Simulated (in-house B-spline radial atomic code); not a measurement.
Values are calculated unless marked as measured or tabulated.
# Ar ion on As atom: potential, deflection and energy transfer

The pair potential comes from two frozen, spherical free-atom densities (PBE, B-spline radial code, scalar-relativistic past argon): electrostatics plus the change in Thomas-Fermi kinetic and Dirac exchange energy where they overlap, the recipe behind the universal ZBL potential, which averages such potentials (from solid-state densities) over many pairs. It is written V = (Z1 Z2 e²/r) φ(r/a), with e² = 14.3996 eV·Å and a = 0.46850 Å/(Z1^0.23 + Z2^0.23); ZBL's fit is φ = 0.18175 e^(−3.1998x) + 0.50986 e^(−0.94229x) + 0.28022 e^(−0.4029x) + 0.02817 e^(−0.20162x). Where φ falls below 4e-4 it is continued as an exponential.

Masses 39.95 and 74.92 u.

```json
{"x = r/a": "0.1", "φ, this pair": "0.8934", "φ, ZBL": "0.8928"}
{"x = r/a": "0.5", "φ, this pair": "0.6246", "φ, ZBL": "0.6096"}
{"x = r/a": "1.5", "φ, this pair": "0.313", "φ, ZBL": "0.2995"}
{"x = r/a": "3", "φ, this pair": "0.1362", "φ, ZBL": "0.1292"}
{"x = r/a": "5", "φ, this pair": "0.05456", "φ, ZBL": "0.05224"}
{"x = r/a": "8", "φ, this pair": "0.01879", "φ, ZBL": "0.01705"}
{"x = r/a": "12", "φ, this pair": "0.005067", "φ, ZBL": "0.00474"}
{"x = r/a": "17", "φ, this pair": "0.001137", "φ, ZBL": "0.001212"}
```

Q: At x = 5 the electrostatic, kinetic and exchange parts are 52.23, 860.82 and -80.46 eV. Find r, V and φ.

A: a = 0.46850/(1.9441 + 2.2349) = 0.11211 Å, so r = 0.56054 Å. V = 52.23 + 860.82 + (-80.46) = 832.59 eV. The bare repulsion is 18 × 33 × 14.3996/0.56054 = 15259 eV, so φ = 0.0546, +4.4 % against ZBL's 0.0522. The kinetic (Pauli) term is 103 % of V here, as the other two terms together attract.

Q: The ion comes in at 1.17 keV with impact parameter 0.5605 Å. The scattering integral gives a centre-of-mass angle of 54.31° and a closest approach of 6.663 a. What are the reduced energy, the energy passed on and the laboratory angles?

A: ε = E a M2/(Z1 Z2 e² (M1 + M2)) = 1170 × 8.5486e-06 = 0.01. The most that one collision can pass on is γE with γ = 4 M1 M2/(M1 + M2)² = 0.9073. Here T = γE sin²(θ/2) = 0.9073 × 1170 × 0.2083 = 221.1 eV. The ion turns by arctan(sin θ/(cos θ + M1/M2)) = 36.0°, and the struck atom leaves at (180° − θ)/2 = 62.8°. The closest approach is 0.747 Å. With ZBL the angle would be 53.59° and T = 215.7 eV.
